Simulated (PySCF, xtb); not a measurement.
C4H9N, SMILES C=CN(C)C.

GFN2-xTB (xtb 6.7.1) at its own geometry gives an orbital gap of 4.60 eV and a dipole moment of 1.60 D.

Coordinates come from a B3LYP-D3(BJ)/def2-SVP optimisation. Other conformers were not sampled.

Q: What does PySCF with PBE/def2-TZVP give? (Estimate from the structure and the level; the computed values follow.)

A: gap 4.51 eV (levels -4.52 and -0.01 eV), dipole 1.67 D.
